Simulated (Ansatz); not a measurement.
BBr, closed-shell singlet (the spin of the measured ground state), most abundant isotopes (11.0093 and 78.9183 u). Constants from fifth-degree fits in 1/R to seven points on the lowest solution found; no spin–orbit coupling, no relativity up to Kr; ω_e x_e and α_e move by some per cent with the fit.

Correlated levels freeze the inner cores; with def2 sets outer-core shells near the valence are correlated too.

Run with Ansatz (a program for electronic structure). Values without a source in brackets are computed.

Total energies (hartree; each atom in its lowest state at that level) and vibrational constants (cm⁻¹):

| level | E(BBr) at r_e | E(B) | E(Br) | ω_e | ω_e x_e |
|---|---|---|---|---|---|
| PBE/def2-TZVPP | -2598.507088 | -24.610083 | -2573.720720 | 661 | 3.5 |
| B3LYP/def2-TZVPP | -2598.967253 | -24.663919 | -2574.140958 | 667 | 3.6 |
| wB97M-V/def2-TZVPP | -2598.785844 | -24.649626 | -2573.967826 | 688 | 3.5 |
| CCSD(T)/def2-QZVPP | -2597.775976 | -24.600738 | -2573.008471 | 689 | 3.7 |

Work out D_e and D₀ in eV.


D_e = E(B) + E(Br) − E(molecule), times 27.2114 eV; D₀ = D_e − (ω_e/2 − ω_e x_e/4)/8065.54.
- PBE/def2-TZVPP: D_e = 4.797, zero point 0.041, D₀ = 4.756 eV
- B3LYP/def2-TZVPP: D_e = 4.418, zero point 0.041, D₀ = 4.377 eV
- wB97M-V/def2-TZVPP: D_e = 4.582, zero point 0.043, D₀ = 4.540 eV
- CCSD(T)/def2-QZVPP: D_e = 4.538, zero point 0.043, D₀ = 4.495 eV
No counterpoise correction is made.

Doubts at one or more of the structures used: a restricted determinant that unrestricted orbitals would lower (CCSD(T)/def2-QZVPP).
